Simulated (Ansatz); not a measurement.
Input file for Ansatz (a first-principles code): U-wB97X-V/cc-pV(T+d)Z on AlH3O2 (SMILES [OH][AlH][OH]), a point of a bond scan (R = 1.565 Å). Files ending in .json are basis or fitting sets from the Basis Set Exchange.

Ansatz 0.2 input:
```yaml
crystal:
  periodic: [false, false, false]
  atoms:
    - {symbol: Al, position_ang: [-0.35083796, -0.22531071, -0.18690700]}
    - {symbol: H, position_ang: [-1.54694077, -1.01380836, -0.81631908]}
    - {symbol: O, position_ang: [-0.12879702, 1.39194619, -0.63416865]}
    - {symbol: H, position_ang: [0.57601648, 1.94766290, -0.29821585]}
    - {symbol: O, position_ang: [0.73397506, -0.91514665, 0.92276728]}
    - {symbol: H, position_ang: [0.69039347, -1.81921166, 1.23553693]}
basis:
  gaussian:
    orbitals: cc-pV_T+d_Z.json
hamiltonian:
  xc: {name: wB97X-V}
magnetization: {spin_polarized: true, initial_magnetization: 0}
```

It printed:

```
WARN ansatz: RAYON_NUM_THREADS=1 ignored (pool sized by the plan → 1); use --threads N
Functional definition: wB97X-V
integrals: 0.06 GiB planned
809 factors; their error is unknown
integrals: 0.10 GiB planned
180 factors; integrals over basis functions are off by at most 2.0e-5 eV
mean field: 0.78 GiB planned
mean field evaluation 1: about -10734.3454 eV, gradient 5.0e1 eV
mean field evaluation 2: about -10731.7120 eV, gradient 5.8e1 eV
mean field evaluation 4: about -10742.2576 eV, gradient 5.2e-1 eV
mean field evaluation 8: about -10742.2803 eV, gradient 2.4e-2 eV
mean field -10742.28028753 eV, -394.7715191875 hartree, gradient 5.0e-5 eV, S^2 0.000000; 0 other end points of the search recorded, 0 dependent functions left out
reference -10742.28028545 eV, -394.7715191112 hartree; 16, 16 occupied and 125, 125 virtual orbitals, 809 factors
Total energy: -10742.28028545 eV, -394.7715191112 hartree
```

The run converged.

Cost: about 13 core-seconds (a rough figure).
